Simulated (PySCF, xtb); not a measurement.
trifluoro(fluorosilyl)silane (F4H2Si2), SMILES F[Si]([SiH2]F)(F)F.

GFN2-xTB (xtb 6.7.1) at its own geometry gives an orbital gap of 5.13 eV and a dipole moment of 2.86 D.

The structure is a stationary point at ωB97X-D3(BJ)/def2-SVP. One conformer was computed; it need not be the lowest.

**Question.** What does PySCF with PBE/def2-TZVP give? (The exact figures need the calculation; the answer reports its results.)

**Answer.** gap 5.81 eV (levels -8.11 and -2.30 eV), dipole 1.89 D.
